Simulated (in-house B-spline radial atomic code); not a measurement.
A fraction x of an electron is removed from 5p in Ho5+, starting from [Kr] 4d10 4f9 5s2 5p5 and keeping the highest spin. Method: scalar-relativistic (X2C) TPSSh, spin-polarised, spherical fractional occupations, Fermi nucleus of rms radius 5.2022 fm. Calculated with a B-spline radial code for spherical atoms.

Caution: exact exchange at fractional occupations of open shells leaves self-interaction of up to several eV.

```json
{"x": "0", "E(x) - E(0) (eV)": "0.0000", "5p down level (eV)": "-84.543"}
{"x": "0.05", "E(x) - E(0) (eV)": "4.2448", "5p down level (eV)": "-85.249"}
{"x": "0.24", "E(x) - E(0) (eV)": "20.6972", "5p down level (eV)": "-87.936"}
{"x": "0.33", "E(x) - E(0) (eV)": "28.6688", "5p down level (eV)": "-89.211"}
{"x": "0.39", "E(x) - E(0) (eV)": "34.0470", "5p down level (eV)": "-90.062"}
{"x": "0.5", "E(x) - E(0) (eV)": "44.0397", "5p down level (eV)": "-91.624"}
{"x": "0.58", "E(x) - E(0) (eV)": "51.4151", "5p down level (eV)": "-92.761"}
{"x": "0.71", "E(x) - E(0) (eV)": "63.5943", "5p down level (eV)": "-94.610"}
{"x": "0.77", "E(x) - E(0) (eV)": "69.2965", "5p down level (eV)": "-95.465"}
{"x": "0.92", "E(x) - E(0) (eV)": "83.7764", "5p down level (eV)": "-97.600"}
{"x": "1", "E(x) - E(0) (eV)": "91.6300", "5p down level (eV)": "-98.740"}
```

The exact functional would give a straight line between the two integer points. Deviations E(x) - E(0) - x[E(1) - E(0)], in eV: -0.337 at x = 0.05, -1.294 at x = 0.24, -1.569 at x = 0.33, -1.689 at x = 0.39, -1.775 at x = 0.5, -1.73 at x = 0.58, -1.463 at x = 0.71, -1.259 at x = 0.77, -0.523 at x = 0.92.

The curve lies below the straight line by up to 1.775 eV (at x = 0.5): convex, the delocalisation error, to which spherically averaged exact exchange adds.

Question: How well does Slater's transition state (minus the level at half occupation) give the ionisation energy?

Answer: It gives 91.624 eV against 91.630 eV from the two total energies; NIST lists 95.00 eV, ground level to ground level. The end point has an open shell averaged over its orbitals, so its exact exchange keeps a self-interaction and this is no true integer point.
